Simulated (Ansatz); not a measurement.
Consider the formal exchange of groups at the Al–C bond: `[CH3][AlH][S]C` + `C=C[O][InH2]` → `C[S][AlH][O][InH2]` + `C=CC`.

Computed with Ansatz on PBE0-D4/def2-TZVP structures; ΔE is electronic, products minus reactants. CBS: MP2 limit from def2 TZ/QZ plus the TZ coupled-cluster correction, frozen cores. Functionals use def2-TZVPP. B3LYP here is the variant with VWN-RPA as its local correlation; programs differ in this. HSE06 is defined as in plane-wave codes. def2 core potentials past Kr. For In outer-core shells are correlated without core-valence functions, which leaves a few kJ/mol of doubt a bond. One conformer a species, not always the lowest.

```json
{"level": "LDA (SPW92)", "ΔE (kcal/mol)": "-34.0", "difference from CCSD(T)/CBS": "7.4"}
{"level": "PBE-D4", "ΔE (kcal/mol)": "-34.9", "difference from CCSD(T)/CBS": "6.5"}
{"level": "r2SCAN-D4", "ΔE (kcal/mol)": "-37.9", "difference from CCSD(T)/CBS": "3.5"}
{"level": "PBE0-D4", "ΔE (kcal/mol)": "-37.1", "difference from CCSD(T)/CBS": "4.3"}
{"level": "B3LYP-D4", "ΔE (kcal/mol)": "-39.0", "difference from CCSD(T)/CBS": "2.4"}
{"level": "r2SCANh-D4", "ΔE (kcal/mol)": "-38.4", "difference from CCSD(T)/CBS": "3.0"}
{"level": "r2SCAN0-D4", "ΔE (kcal/mol)": "-39.2", "difference from CCSD(T)/CBS": "2.2"}
{"level": "HSE06-D4", "ΔE (kcal/mol)": "-36.9", "difference from CCSD(T)/CBS": "4.5"}
{"level": "BHLYP-D4", "ΔE (kcal/mol)": "-41.4", "difference from CCSD(T)/CBS": "0.0"}
{"level": "CAM-B3LYP-D4", "ΔE (kcal/mol)": "-40.3", "difference from CCSD(T)/CBS": "1.1"}
{"level": "ωB97X-V", "ΔE (kcal/mol)": "-39.2", "difference from CCSD(T)/CBS": "2.2"}
{"level": "ωB97M-V", "ΔE (kcal/mol)": "-39.1", "difference from CCSD(T)/CBS": "2.3"}
{"level": "B2PLYP", "ΔE (kcal/mol)": "-40.9", "difference from CCSD(T)/CBS": "0.5"}
{"level": "PBE-QIDH", "ΔE (kcal/mol)": "-40.1", "difference from CCSD(T)/CBS": "1.3"}
{"level": "PBE", "ΔE (kcal/mol)": "-35.2", "difference from CCSD(T)/CBS": "6.2"}
{"level": "revPBE", "ΔE (kcal/mol)": "-35.4", "difference from CCSD(T)/CBS": "6.0"}
{"level": "BLYP", "ΔE (kcal/mol)": "-37.9", "difference from CCSD(T)/CBS": "3.5"}
{"level": "r2SCAN", "ΔE (kcal/mol)": "-37.9", "difference from CCSD(T)/CBS": "3.5"}
{"level": "PBE0", "ΔE (kcal/mol)": "-37.3", "difference from CCSD(T)/CBS": "4.1"}
{"level": "B3LYP", "ΔE (kcal/mol)": "-39.4", "difference from CCSD(T)/CBS": "2.0"}
{"level": "r2SCANh", "ΔE (kcal/mol)": "-38.5", "difference from CCSD(T)/CBS": "2.9"}
{"level": "r2SCAN0", "ΔE (kcal/mol)": "-39.2", "difference from CCSD(T)/CBS": "2.2"}
{"level": "HSE06", "ΔE (kcal/mol)": "-37.1", "difference from CCSD(T)/CBS": "4.3"}
{"level": "BHLYP", "ΔE (kcal/mol)": "-41.7", "difference from CCSD(T)/CBS": "-0.3"}
{"level": "CAM-B3LYP", "ΔE (kcal/mol)": "-40.5", "difference from CCSD(T)/CBS": "0.9"}
{"level": "LC-ωPBE", "ΔE (kcal/mol)": "-39.3", "difference from CCSD(T)/CBS": "2.1"}
{"level": "MP2/def2-SVP", "ΔE (kcal/mol)": "-42.8", "difference from CCSD(T)/CBS": "-1.4"}
{"level": "CCSD/def2-SVP", "ΔE (kcal/mol)": "-42.3", "difference from CCSD(T)/CBS": "-0.9"}
{"level": "CCSD(T)/def2-SVP", "ΔE (kcal/mol)": "-41.5", "difference from CCSD(T)/CBS": "-0.1"}
{"level": "HF/def2-TZVPP", "ΔE (kcal/mol)": "-44.0", "difference from CCSD(T)/CBS": "-2.6"}
{"level": "MP2/def2-TZVPP", "ΔE (kcal/mol)": "-42.5", "difference from CCSD(T)/CBS": "-1.1"}
{"level": "SCS-MP2/def2-TZVPP", "ΔE (kcal/mol)": "-43.1", "difference from CCSD(T)/CBS": "-1.7"}
{"level": "CCSD/def2-TZVPP", "ΔE (kcal/mol)": "-42.1", "difference from CCSD(T)/CBS": "-0.7"}
{"level": "CCSD(T)/def2-TZVPP", "ΔE (kcal/mol)": "-41.2", "difference from CCSD(T)/CBS": "0.2"}
{"level": "HF/def2-QZVPP", "ΔE (kcal/mol)": "-44.3", "difference from CCSD(T)/CBS": "-2.9"}
{"level": "MP2/def2-QZVPP", "ΔE (kcal/mol)": "-42.7", "difference from CCSD(T)/CBS": "-1.3"}
{"level": "SCS-MP2/def2-QZVPP", "ΔE (kcal/mol)": "-43.4", "difference from CCSD(T)/CBS": "-2.0"}
{"level": "HF/CBS(def2)", "ΔE (kcal/mol)": "-44.4", "difference from CCSD(T)/CBS": "-3.0"}
{"level": "MP2/CBS(def2)", "ΔE (kcal/mol)": "-42.7", "difference from CCSD(T)/CBS": "-1.3"}
{"level": "CCSD/CBS(def2)", "ΔE (kcal/mol)": "-42.3", "difference from CCSD(T)/CBS": "-0.9"}
{"level": "CCSD(T)/CBS", "ΔE (kcal/mol)": "-41.4", "difference from CCSD(T)/CBS": "0"}
```

Largest T1 diagnostic among the species: 0.017.

Leaving LDA and LC-ωPBE aside and taking each functional with its dispersion term where it has one, the values, not all of them listed here, spread over 6.5 kcal/mol, from BHLYP-D4 to revPBE-D4. LDA lies +1.2 kcal/mol from PBE without D4. From r2SCAN to r2SCAN0 (25 % exact exchange), in def2-TZVPP and without D4, ΔE moves by −1.2 kcal/mol.
